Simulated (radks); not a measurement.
Values are calculated unless marked as measured or tabulated.
Polarisability of the indium ion In3+, [Kr] 4d10, at imaginary frequency. Code: a radial shooting solver on a logarithmic mesh with Libxc functionals. Model: scalar-relativistic Kohn-Sham, LDA (Slater exchange, Perdew-Wang correlation), spin-polarised, spherical densities, finite nucleus; Fermi nuclear charge, rms radius 4.6156 fm. Response by self-consistent Sternheimer equations with the Hartree and adiabatic LDA kernel, the relativistic mass of each level held fixed and spin-orbit coupling left out.

w (hartree)  alpha1(iw) (bohr^3)  alpha2(iw) (bohr^5)
0.00266                    3.540                10.01
0.0143                     3.539                10.00
0.0360                     3.537                9.985
0.0697                     3.530                9.927
0.118                      3.512                9.784
0.186                      3.473                9.485
0.280                      3.394                8.945
0.413                      3.247                8.107
0.605                      2.993                7.007
0.892                      2.600                5.763
1.35                       2.060                4.463
2.12                       1.409                3.119
3.59                      0.7621                1.795
6.94                      0.2890               0.7162
17.5                     0.06648               0.1435

Static values: alpha1 = 3.540 bohr^3 (0.5245 angstrom^3; uncoupled 5.327), alpha2 = 10.01 bohr^5, alpha3 = 36.90 bohr^7. C6 = 15.69, C8 = 188.2, triple-dipole C9 = 39.12 atomic units. One-pole (London) frequency 4 C6 / (3 alpha1^2) = 1.670 hartree, against 1.769 for minus the highest occupied eigenvalue.
